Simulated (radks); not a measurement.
Os2+, configuration [Xe] 4f14 5d(up 3, down 3) 6s(up 0, down 0) (spins set by hand, not the high-spin state). Calculated with a radial shooting solver on a logarithmic mesh with Libxc functionals: scalar-relativistic Kohn-Sham, PBE, spin-polarised, spherical densities, point nucleus.

Radial electron density D(r) = 4 pi r^2 rho(r):

```
   r/bohr * D(r) (the largest magnitude, 140, reaches the edge; | marks zero)
0.0006608 | *
0.0008884 |  *
 0.001204 |    *
 0.001619 |      *
 0.002194 |          *
  0.00295 |              *
 0.003998 |                     *
 0.005375 |                            *
 0.007284 |                                   *
 0.009793 |                                       *
  0.01327 |                                        *
  0.01784 |                                     *
  0.02418 |                                    *
  0.03251 |                                         *
  0.04407 |                                                   *
  0.05924 |                                                      *
  0.08029 |                                             *
    0.108 |                                           *
   0.1463 |                                                  *
   0.1967 |                                         *
   0.2666 |                          *
   0.3584 |                              *
   0.4857 |                           *
   0.6531 |              *
   0.8851 |       *
     1.19 |     *
    1.613 |  *
    2.168 |*
    2.939 *
    3.951 *
    5.354 *
    7.199 *
```

D(r) has 4 maxima, at r = 0.0119, 0.0547, 0.152, 0.401 bohr, and minima at 0.0231, 0.0981, 0.282 bohr, inside which lie 1.90, 11.02, 29.86 electrons.
